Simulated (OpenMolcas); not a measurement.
# Tc VI: effect of the basis set

```
Program             : OpenMolcas 26.06
Method              : SS-CASPT2, IPEA 0.25 Eh, imaginary shift 0.1 Eh (closed shells correlated: 4s 4p)
Active space        : 2 electrons in 10 orbitals (4d 5d)
State averaging     : 2S+1 = 3 even, 10 roots; 2S+1 = 1 even, 15 roots
Spin-orbit coupling : RASSI with atomic mean-field integrals over the reference wave functions, term energies averaged over their components
```

A. ANO-R2 [7s5p4d2f1g], X2C, finite nucleus; CASPT2 step of the order of 50 core-seconds
B. ANO-RCC-VTZP [7s6p4d2f1g], DKH2, point nucleus; CASPT2 step about 80 core-seconds
C. ANO-RCC-VQZP [8s7p5d3f2g1h], DKH2, point nucleus; CASPT2 step about 2.2 core-minutes

Energies in cm-1 above 4d2 3F2.

```csv
Level,A,B,C
4d2 3F2,0.0,0.0,0.0
4d2 3F3,2090,2100,2010
4d2 3F4,4400,4420,4250
4d2 1D2,11530,11710,11590
4d2 3P0,12940,13100,13170
4d2 3P1,13800,13960,14000
4d2 3P2,15830,16010,15920
4d2 1G4,19090,19310,19200
4d2 1S0,43370,43530,43660
```

Among A to C the level of the table that moves most is 4d2 1S0, by 290 cm-1 (lowest in A, highest in C). Moves below CASPT2's spread within the term are not significant.

CASPT2 breaks the degeneracy within a term, and the mean is taken; among the terms shown or strongly mixed into the levels shown the widest spread is 810 cm-1 (4d2 1G, A). Active for correlation alone: 5d; no level in the range computed is led by a configuration that fills it, so any true level of that kind is missing. Only configurations of the active space appear.
